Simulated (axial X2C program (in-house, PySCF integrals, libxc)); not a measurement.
**Spin–orbit effects down a group: molecules with Si, PBE0**

All values come from calculations with an in-house relativistic program for diatomic molecules, spin-free (one-electron X2C) or two-component (2c: spin–orbit coupling with atomic mean-field Coulomb and Gaunt terms, which also bring small scalar terms), in Dyall basis sets with cores contracted in-house; open shells are unrestricted.

Basis sets: Al dyall-v3z, B dyall-v3z, Ga dyall-cv3z, In dyall-cv3z, Si dyall-v3z, Tl dyall-cv3z.

```json
{"molecule": "SiB", "spin-free state": "M_S = 3/2, Λ = 0", "Re (Å)": "1.909", "ωe (cm⁻¹)": "765.8", "De (eV)": "3.52", "2c state": "Ω = 3/2", "Re 2c (Å)": "1.909", "ωe 2c (cm⁻¹)": "765.7", "De 2c (eV)": "3.51"}
{"molecule": "AlSi", "spin-free state": "M_S = 3/2, Λ = 0", "Re (Å)": "2.423", "ωe (cm⁻¹)": "377.1", "De (eV)": "2.61", "2c state": "Ω = 3/2", "Re 2c (Å)": "2.423", "ωe 2c (cm⁻¹)": "377.0", "De 2c (eV)": "2.61"}
{"molecule": "GaSi", "spin-free state": "M_S = 3/2, Λ = 0", "Re (Å)": "2.418", "ωe (cm⁻¹)": "300.1", "De (eV)": "2.52", "2c state": "Ω = 3/2", "Re 2c (Å)": "2.418", "ωe 2c (cm⁻¹)": "299.8", "De 2c (eV)": "n/a"}
{"molecule": "InSi", "spin-free state": "M_S = 3/2, Λ = 0", "Re (Å)": "2.610", "ωe (cm⁻¹)": "260.4", "De (eV)": "2.34", "2c state": "Ω = 3/2", "Re 2c (Å)": "2.609", "ωe 2c (cm⁻¹)": "260.2", "De 2c (eV)": "n/a"}
{"molecule": "TlSi", "spin-free state": "M_S = 3/2, Λ = 0", "Re (Å)": "2.663", "ωe (cm⁻¹)": "233.2", "De (eV)": "2.25", "2c state": "Ω = 3/2", "Re 2c (Å)": "2.636", "ωe 2c (cm⁻¹)": "233.3", "De 2c (eV)": "1.79"}
```

Work out the shifts from the spin-free to the two-component result.



```
molecule  2c state  ΔRe (Å)  Δωe (cm⁻¹)  ΔDe (eV)
     SiB   Ω = 3/2    0.000        -0.1     -0.01
    AlSi   Ω = 3/2    0.000        -0.1      0.00
    GaSi   Ω = 3/2    0.000        -0.3       n/a
    InSi   Ω = 3/2   -0.001        -0.2       n/a
    TlSi   Ω = 3/2   -0.027         0.1     -0.46
```

Shifts of one unit in the last digit are rounding.

Each entry is the lowest single determinant of a limited PBE0 search at one distance. De goes to single-determinant-based atoms at the same level (for ions the charge split of lowest energy) and is withheld (n/a) where an atom does not fit its ground term or J level. Main or longest-lived isotopes. One determinant is a doubtful description, or other states lie close, for SiB, AlSi, GaSi, InSi, TlSi; these need not be ground states, and all values refer to the states named. With several unpaired electrons the Ω given is that of one determinant, not necessarily of the lowest component. Some light 2c atoms are not at their ground J level, so De misses part of their lowering (0.04 eV or less). The functionals have no current term, which raises determinants with orbital currents.
